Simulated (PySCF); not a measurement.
Computed properties of B(CCH)(H)(OH) (C₂H₃BO), SMILES C(BO)#C

B(CCH)(H)(OH) (C2H3BO), SMILES C#CBO. Coordinates come from a B3LYP-D3(BJ)/def2-SVP optimisation. The values are those of a single conformer. All values are computed for the isolated molecule unless a solvent is named; none is compared with measurement here.

**Structure.** The optimised structure has Cs symmetry. All 15 harmonic modes at B3LYP-D3(BJ)/def2-SVP (PySCF) are real, so it is a minimum. With heavy atoms numbered as in [BH:1]([C:2]#[CH:3])[OH:6], the shortest bond between them is C2–C3 at 1.218 Å and the longest B1–C2 at 1.531 Å.

**Vibrations.** The strongest infrared lines (harmonic, unscaled, degenerate partners summed) lie at 1409 cm⁻¹ (303 km/mol, B 65 %, O 19 %, H 14 %), 2581 cm⁻¹ (171 km/mol, H 91 %, B 9 %), 1193 cm⁻¹ (117 km/mol, H 51 %, O 28 %, B 20 %). The softest mode is at 206 cm⁻¹ and the zero-point energy is 29.5 kcal/mol.

**Electronic structure.** PBE0/def2-TZVPD (PySCF) places the frontier levels at -8.11 and -1.32 eV, a gap of 6.79 eV, and gives a dipole moment of 0.89 D and a mean polarisability of 42.9 bohr³.

**Excitations.** TDA-PBE0/def2-SVPD (PySCF) has S1 at 4.93 eV (252 nm, f = 0.001, dark); the most intense of the 10 singlets computed lies at 8.66 eV (f = 0.41). T1 (TDA) is at 4.32 eV, 0.61 eV under S1. No vertical singlet excitation falls in the visible range (under 3.1 eV).

**NMR.** GIAO shifts at PBE0/pcSseg-2 (PySCF) (non-relativistic, atoms alike by connectivity averaged): ¹³C from 97.1 to 109.2 ppm against TMS; ¹H from 3.1 to 6.2 ppm against TMS; ¹¹B at 26.6 ppm against BF3.
